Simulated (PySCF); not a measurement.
Compound: C3H8OSi.
Numbering: `[OH:1][SiH2:2][CH:3]1[CH2:4][CH2:5]1` (hydrogens: H6 on O1; H7, H8 on Si2; H9 on C3; H10, H11 on C4; H12, H13 on C5)

Jobs on this species (13 atoms, 48 electrons) with PySCF (density fitting). Hardware of each: one thread of an x86-64 server, on a shared host. The host was shared with other jobs, so the times are rough.

Problem. Rank these jobs by wall time, shortest first.
A. PBE0/pcSseg-0; shieldings, ring-centre shieldings, charges and field gradients; 65 basis functions
B. PBE0/cc-pVDZ; shieldings, ring-centre shieldings, charges and field gradients; 114 basis functions
C. PBE0/IGLO-III; shieldings, ring-centre shieldings, charges and field gradients; 264 basis functions

Solution. A (4.8 s), B (9.9 s), C (33 s).

All jobs:

```tsv
level and settings	work	basis functions	SCF cycles	wall time
PBE0/pcSseg-0	shieldings, ring-centre shieldings, charges and field gradients	65	12	4.8 s
PBE0/cc-pVDZ	shieldings, ring-centre shieldings, charges and field gradients	114	12	9.9 s
PBE0/aug-cc-pVDZ	shieldings, ring-centre shieldings, charges and field gradients	191	12	22 s
PBE0/IGLO-III	shieldings, ring-centre shieldings, charges and field gradients	264	12	33 s
PBE0/cc-pVTZ	shieldings, ring-centre shieldings, charges and field gradients	266	12	34 s
PBE0-D3(BJ)/def2-SVP, grid level 1	geometry optimisation from a GFN2-xTB start	114	66	44 s
```

Problem. What do all jobs in the table cost together?

Solution. About 2.5 min; the longest takes about 30 % of that, and about 9.2 times as long as the shortest.
